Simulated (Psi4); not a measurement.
Method: Psi4 with SAPT0/jun-cc-pVDZ, frozen core.

Psi4 input:

```
molecule {
0 1
O 0.75820710 -0.60760477 -0.07174435
C -0.41802311 0.02977569 0.05521428
O -0.56720793 1.21650203 0.01435812
H 1.44716958 0.06581601 -0.19994480
H -1.22014564 -0.70448897 0.20211676
--
0 1
S 2.52751623 2.09632518 -1.21516063
C 1.27252461 2.88459209 -1.67831186
S 0.01751352 3.67287120 -2.14147026
units angstrom
symmetry c1
no_reorient
no_com
}
set basis jun-cc-pvdz
set scf_type df
set freeze_core true
energy('sapt0')
```

Part of the output:

```
    SAPT Results
  --------------------------------------------------------------------------------------------------------
    Electrostatics                 -5.76307718 [mEh]      -3.61638553 [kcal/mol]     -15.13095706 [kJ/mol]
      Elst10,r                     -5.76307718 [mEh]      -3.61638553 [kcal/mol]     -15.13095706 [kJ/mol]

    Exchange                       13.72355695 [mEh]       8.61166200 [kcal/mol]      36.03119381 [kJ/mol]
      Exch10                       13.72355695 [mEh]       8.61166200 [kcal/mol]      36.03119381 [kJ/mol]
      Exch10(S^2)                  13.64681933 [mEh]       8.56350842 [kcal/mol]      35.82971921 [kJ/mol]

    Induction                      -3.88111631 [mEh]      -2.43543725 [kcal/mol]     -10.18986946 [kJ/mol]
      Ind20,r                      -7.93322980 [mEh]      -4.97817686 [kcal/mol]     -20.82869197 [kJ/mol]
      Exch-Ind20,r                  5.31573022 [mEh]       3.33567107 [kcal/mol]      13.95644776 [kJ/mol]
      delta HF,r (2)               -1.26361672 [mEh]      -0.79293147 [kcal/mol]      -3.31762525 [kJ/mol]

    Dispersion                     -5.55678601 [mEh]      -3.48693587 [kcal/mol]     -14.58933967 [kJ/mol]
      Disp20                       -6.57447549 [mEh]      -4.12554566 [kcal/mol]     -17.26128303 [kJ/mol]
      Exch-Disp20                   1.01768948 [mEh]       0.63860979 [kcal/mol]       2.67194336 [kJ/mol]
      Disp20 (SS)                  -3.28723775 [mEh]      -2.06277283 [kcal/mol]      -8.63064151 [kJ/mol]
      Disp20 (OS)                  -3.28723775 [mEh]      -2.06277283 [kcal/mol]      -8.63064151 [kJ/mol]
      Exch-Disp20 (SS)              0.55118040 [mEh]       0.34587092 [kcal/mol]       1.44712394 [kJ/mol]
      Exch-Disp20 (OS)              0.46650908 [mEh]       0.29273887 [kcal/mol]       1.22481942 [kJ/mol]

  Total HF                          4.07936346 [mEh]       2.55983922 [kcal/mol]      10.71036729 [kJ/mol]
  Total SAPT0                      -1.47742255 [mEh]      -0.92709665 [kcal/mol]      -3.87897238 [kJ/mol]
```
